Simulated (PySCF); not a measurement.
**r2SCAN on Si⁺ (silicon, charge +1)**

Configuration: [Ne] 3s2 3p1, 2P determinant. All numbers are calculated (PySCF 2.14, scalar relativity by spin-free X2C-1e, in cc-pVTZ-DK (5s4p2d1f, 34 functions)).

- Total energy: -289.6477 hartree
- One-electron energy: -396.6599 hartree
- Hartree (Coulomb) energy: 127.6003 hartree
- Exchange-correlation energy: -20.5881 hartree
- ⟨S²⟩: 0.7596
- ⟨L²⟩: 2.030
- Sum of ⟨r⟩: 11.16 bohr
- Sum of ⟨r²⟩: 19.92 bohr²
- Traceless quadrupole moment −½Σ⟨3z² − r²⟩ along its main axis: -2.74 e·bohr²
- Langevin diamagnetic susceptibility: -15.8 ×10⁻⁶ cm³/mol
- Time after the integrals: 0.37 s of wall time on 1 thread of Neoverse-V1 (shared host)

```tsv
shell	electrons	mean orbital energy (eV)	spread (eV)	rms radius, mean of both spins (bohr)
1s α	1	-1806.8	0	0.129
1s β	1	-1806.7	0	0.129
2s α	1	-153.03	0	0.618
2s β	1	-152.95	0	0.618
2p α	3	-107.27	0.198	0.602
2p β	3	-107.11	0.463	0.602
3s α	1	-19.576	0	2.23
3s β	1	-18.564	0	2.23
3p α	1	-12.547	0	2.65
```

Densities and radii are taken from the X2C orbitals without a picture-change correction, which distorts them close to the nucleus.
